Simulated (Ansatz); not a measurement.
`[F][In]([Cl])[N]([SiH3])[SiH3]`. The species carries charge 0 and has multiplicity 1. In: def2 effective core potential.

```
atom   x (Å)   y (Å)   z (Å)
  F1  -1.220   1.419  -2.738
 In2   0.117   0.219  -2.010
 Cl3   1.569  -0.726  -3.504
  N4  -0.001   0.002  -0.016
 Si5   1.118  -1.036   0.810
 Si6  -1.226   0.860   0.875
  H7   0.411  -2.134   1.521
  H8   1.920  -0.278   1.808
  H9   2.033  -1.621  -0.207
 H10  -1.053   0.488   2.307
 H11  -2.590   0.476   0.429
 H12  -1.078   2.330   0.727
```

(1) List the harmonic frequencies (cm⁻¹, unscaled) at PBE0-D4/def2-TZVP in Ansatz. (Best estimate.)

(2) Is this a minimum?

(3) Give the ideal-gas thermochemistry at 298.15 K and 1 bar (rigid rotor, harmonic oscillator; point group Cs, symmetry number 1).

(4) And at 400, 500, 600, 800 and 1000 K?

(5) Rotational constants (cm⁻¹)?

Answers

(1) Ansatz gave: 25, 56, 57, 85, 101, 108, 141, 153, 167, 358, 407, 598, 660, 669, 690, 714, 908, 936, 938, 939, 956, 962, 993, 1000, 2211, 2216, 2217, 2223, 2227, 2229.

(2) Yes, all 30 modes are real.

(3) Zero-point energy 155.2 kJ/mol; H(298) − E = 186.9 kJ/mol; entropy 465.9 J/(mol·K), of which translation 177.5, rotation 127.3, vibration 161.2; G(298) − E = 48.0 kJ/mol. Modes under 100 cm⁻¹ are hindered rotations or soft bends, so the harmonic entropy is rough.

(4) 
```
T (K)  H − E (kJ/mol)  S (J/mol/K)  G − E (kJ/mol)
  400           203.7        514.1            -2.0
  500           222.2        555.4           -55.5
  600           242.3        591.9          -112.9
  800           286.0        654.7          -237.7
 1000           333.2        707.3          -374.1
```

(5) 0.05595, 0.02725, 0.01856.
